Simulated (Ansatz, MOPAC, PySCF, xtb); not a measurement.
Lewis adduct: BH3 (SMILES B) (first 4 atoms) with CH4O (SMILES CO); geometry from B3LYP-D3(BJ)/def2-TZVP, rigid monomers moved along the line of their centres of mass till B1···O6 is 2.98 Å.
(charge 0, multiplicity 1):
```xyz
10

B      0.031    -0.010     0.783
H     -0.326     1.124     0.611
H     -0.604    -0.851     0.204
H      1.228    -0.173     0.772
C      0.229     0.570     4.689
O     -0.459    -0.241     3.711
H     -0.127     0.304     5.683
H     -0.030     1.597     4.455
H      1.306     0.430     4.601
H     -0.317    -1.179     3.894
```

Monomers are frozen at their geometry in the pair; levels with a basis set take the counterpoise correction.

The state that AM1 reach isn't checked.

Codes used: Ansatz (a program for electronic structure) with Gaussian orbitals; MOPAC for AM1 (differences of heats of formation); PySCF for the dispersion terms; xtb for the GFN methods. 

Problem. One of these levels gives -1.91 kcal/mol for the interaction energy. Which one is it?
(A) PBE-D4/def2-TZVPPD
(B) GFN1-xTB
(C) PBE0/def2-TZVPPD
(D) AM1

Solution. B, GFN1-xTB. The others give -0.82 (AM1), -6.04 (PBE-D4/def2-TZVPPD), -4.91 (PBE0/def2-TZVPPD)
